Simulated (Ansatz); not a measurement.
The first iterations of a band of a periodic cell of 19 atoms, MgC18 (surface graphene monolayer, adsorbate Mg).

These are results of DFT PBE, scalar-relativistic, plane waves, PAW (Ansatz), not measurements. Settings: cutoff 420 eV, k mesh 2x2x1, fermi-dirac smearing 0.02 eV, no spin polarisation.

- movable images: 5
- climbing image: yes
- spring: 10.0 eV/Å²
- optimiser: lbfgs
- start path: straight line
- force threshold: 0.03 eV/Å
- iteration limit: 62
- end points: relaxed

Image 0:

```xyz
19
Lattice="7.3980 0.0000 0.0000 -3.6990 6.4069 0.0000 0.0000 0.0000 13.0000" Properties=species:S:1:pos:R:3
C 0.013 -0.029 0.892
C 1.238 0.679 0.892
C -1.235 2.107 0.892
C 0.013 2.828 0.892
C -2.461 4.256 0.892
C -1.235 4.963 0.892
C 2.464 -0.028 0.892
C 3.712 0.692 0.892
C 1.238 2.120 0.891
C 2.464 2.828 0.892
C 0.013 4.243 0.892
C 1.238 4.950 0.892
C 4.937 -0.016 0.892
C 6.162 0.692 0.892
C 3.712 2.107 0.892
C 4.937 2.815 0.891
C 2.463 4.243 0.892
C 3.712 4.963 0.892
Mg -2.467 5.699 4.948
```

Image 6:

Only the atoms that move by more than 0.05 Å are listed.
```
Mg19 -2.466 6.644 4.997
```

| iteration | highest image above the first end (eV) | largest band force component (eV/Å) |
| --- | --- | --- |
| 1 | 0.019 | 0.341 |
| 2 | 0.018 | 0.316 |

Question: Does the band converge within its limit, and where does its top end?

Answer: The forces met the threshold. It ended after 6 iterations with the highest image 0.015 eV above the first end. The highest image is an end point: on this band no image between the ends rises above it. Limits of this set-up: coarse k mesh, slab without dipole correction.

Run time: 6.4 min on 1 thread of AMD EPYC 7B13 (Zen 3) (shared host), peak memory 1.1 GiB.
